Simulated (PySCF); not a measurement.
C2H4F2OSi, SMILES [SiH2]1COC1(F)F. The structure is a stationary point at B3LYP-D3(BJ)/def2-SVP. This is a generated structure with no PubChem entry under its InChIKey; it may be hypothetical.

Computed equilibrium geometry at B3LYP-D3(BJ)/def2-SVP (PySCF confirms it by a frequency run) as Cartesian coordinates in Å, and its point group:
point group Cs.
```xyz
10

F      0.2049    -1.4327    -1.0824
C      0.0347    -0.6353     0.0000
F      0.2049    -1.4327     1.0824
O     -1.2420    -0.0925     0.0000
C     -1.0386     1.3497     0.0000
Si     0.8610     1.1161     0.0000
H     -1.4937     1.8001    -0.8963
H     -1.4937     1.8001     0.8963
H      1.6018     1.5084    -1.2278
H      1.6018     1.5084     1.2278
```
